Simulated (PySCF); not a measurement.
# What a mistake does to a calculation on GeH4O

All numbers below are calculated, not measured. The program is PySCF 2.14.0, an open-source quantum chemistry code, run on an isolated molecule that a program drew, which may never have been made. The molecule is GeH4O (charge 0, singlet), drawn as the SMILES string `[OH][GeH3]`.

Each row is a Hartree-Fock (HF) and frozen-core CCSD(T) single point in the cc-pVDZ basis, meant for a local HF minimum. Run 1 is clean. Each other run has one planted mistake out of seven kinds, and not every kind appears here: one electron removed, one electron added, multiplicity raised by two, geometry at a saddle point, minimal basis STO-3G, one bond length entered in bohr, all coordinates scaled. The reference is restricted for singlets and unrestricted otherwise, and also for a bond in bohr. Adding or removing an electron swaps singlet and doublet. Electrons count all cores. HOMO and LUMO are orbital energies over both spins, the gradient is its largest component, and the lowest frequency (negative if imaginary) is given only where the gradient is small. Bond lengths are over the 5 bonds as drawn. T1 is the CCSD diagnostic: over 0.02 (restricted) or 0.045 (unrestricted) a single reference is doubtful. Germanium has the cc-pVDZ-PP basis, with a core potential (ECP10MDF) in place of its 10 inner electrons, and its 3s, 3p and 3d shells are frozen in CCSD(T).

Geometry of the clean run:
```xyz
6
GeH4O, angstrom
O     1.1128    1.9026   -1.7534
Ge    0.3711    1.3651   -0.2257
H     1.9264    1.4747   -1.9766
H    -0.9029    2.1893   -0.0981
H     1.3277    1.6350    0.9401
H     0.0598   -0.1332   -0.2976
```

```
run  electrons  basis functions  <S^2>  HOMO (eV)  LUMO (eV)  gradient (hartree/bohr)  lowest frequency (cm^-1)  mean bond (Å)  longest bond (Å)      T1  HF (hartree)  CCSD(T) (hartree)                          mistake
  1         44               57  0.000     -12.09       3.62                  2.0e-05                       189         1.4628             1.781  0.0116    -370.57498         -370.90272                         no fault
  2         44               57  0.854      -9.38       1.27                  7.5e-03                         -         1.7337             2.877  0.0512    -370.46823         -370.78357  one bond length entered in bohr
  3         43               57  0.760     -18.81      -7.35                  1.1e-01                         -         1.4628             1.781  0.0548    -370.21432         -370.50155             one electron removed
  4         45               57  0.759       2.95       9.99                  5.1e-02                         -         1.4628             1.781  0.0181    -370.45354         -370.79948                                ?
```

**Which mistake was planted in run 4, and what did it cost?**

It counts 45 electrons, one more than the clean run, at the same geometry and basis. So the mistake is: one electron added. Subtracting run 1 and multiplying by 627.51 kcal/mol a hartree, the energy moved by 76.2 kcal/mol in HF and 64.8 kcal/mol in CCSD(T).

Cautions from the logs. Run 2: T1 is over the limit, so its CCSD(T) energy is less reliable; run 3: T1 is over the limit, so its CCSD(T) energy is less reliable; run 4: the HOMO is above zero, so the electron isn't bound and the energy depends on the basis.
